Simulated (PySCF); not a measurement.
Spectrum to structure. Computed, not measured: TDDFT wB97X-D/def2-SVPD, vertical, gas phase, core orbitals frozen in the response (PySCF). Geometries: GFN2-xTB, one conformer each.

| state | E (eV) | f |
| --- | --- | --- |
| S1 | 5.46 | 0.057 |
| S2 | 6.01 | 0.0078 |
| S3 | 6.52 | 0.082 |
| S4 | 6.57 | 0.031 |
| S5 | 7.10 | 0.015 |
| S6 | 7.33 | 0.036 |
| S7 | 7.40 | 0.058 |
| S8 | 7.54 | 0.023 |

Question: Which candidate is it?
A. `F/C=C/O[SiH2]CF`
B. `O1[SiH2]O[SiH2]O[SiH2]1`
C. `[SiH2]([Si@H]([SiH3])O[SiH3])O`

Answer: C. Its S1, at 5.46 eV, is the lowest among the candidates; the nearest of the others has S1 at 6.14 eV. S1 is HOMO→LUMO (93%). Löwdin shares by element: HOMO silicon 54% or more, oxygen 20% or more (atoms not listed hold the other 26%); LUMO silicon 60% or more, oxygen 7% or more (atoms not listed hold the other 34%). At the same level the other candidates give, for their lowest levels:
- `O1[SiH2]O[SiH2]O[SiH2]1`: 7.58 eV (f 0.064); 7.91 eV (f 0.000 summed over 2 states); 8.38 eV (f 0.000 summed over 2 states); 8.55 eV (f 0.000); 8.85 eV (f 0.104); T1 7.33 eV; HOMO -10.23, LUMO 1.73 eV
- `F/C=C/O[SiH2]CF`: 6.14 eV (f 0.001); 6.90 eV (f 0.418); 6.98 eV (f 0.031); 7.33 eV (f 0.003); 7.42 eV (f 0.032); T1 4.25 eV; HOMO -8.86, LUMO 1.48 eV

Shape of the structure used: `[OH:1][SiH2:2][Si@H:3]([SiH3:4])[O:5][SiH3:6]`: O1–Si2–Si3–Si4 -55°, Si2–Si3–O5–Si6 94°, H–O1–Si2–Si3 180°.
Triplets come from the Tamm–Dancoff approximation.
